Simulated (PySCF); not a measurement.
NICS in isomers of C6H6F3N.

Probes without a nucleus sit at each ring's centroid and 1 Å off its mean plane on both sides; NICS is minus the shielding there, NICSzz its component along the normal. Level: GIAO PBE0/pcSseg-1 (PySCF, non-relativistic, gas phase) on the GFN2-xTB geometries, one conformer each. Atom numbers follow the mapped SMILES.

Question: Order these rings by mean NICS(1)zz, lowest (most negative) first (ppm).
A. ring C6–C7–C8–C9–N10 in `[F:1][C:2]([F:3])([F:4])[CH2:5][c:6]1[cH:7][cH:8][cH:9][nH:10]1`
B. ring C6–C7–N8–C9–C10 in `[F:1][C:2]([F:3])=[C:4]([F:5])[C@@H:6]1[CH:7]=[N:8][CH2:9][CH2:10]1`
C. ring C6–C7–C8–N9–C10 in `[F:1][C:2]([F:3])=[C:4]([F:5])[C@H:6]1[CH2:7][CH:8]=[N:9][CH2:10]1`
D. ring N2–C3–C4–C5–C10 in `[CH3:1][n:2]1[cH:3][cH:4][c:5]([C:6]([F:7])([F:8])[F:9])[cH:10]1`

Answer: A (-29.6), D (-28.1), B (-8.6), C (-5.2).

```tsv
SMILES	ring	NICS(0)	NICS(1)	NICS(1)zz	HOMA	rms pucker (Å)	ring atoms with four or more neighbours
FC(F)(F)Cc1ccc[nH]1	5-membered ring with N; formal bonds all aromatic	-13.7	-11.0	-29.6	0.92	0.00	0
Cn1ccc(C(F)(F)F)c1	5-membered ring with N; formal bonds all aromatic	-13.9	-10.9	-28.1	0.92	0.00	0
FC(F)=C(F)[C@@H]1C=NCC1	5-membered ring with N; formal bonds 1 double, 4 single	-2.7	-4.1	-8.6	–	0.03	3
FC(F)=C(F)[C@H]1CC=NC1	5-membered ring with N; formal bonds 1 double, 4 single	-1.9	-3.5	-5.2	–	0.04	3
```

NICS(0) gives another order. The isotropic NICS(1) gives the same order. HOMA uses Krygowski's 1993 parameters; it is left out where a ring has a four-coordinate atom, a triple bond, no multiple bond or a kind of bond without parameters. NICS(1) and NICS(1)zz are means over the two faces.
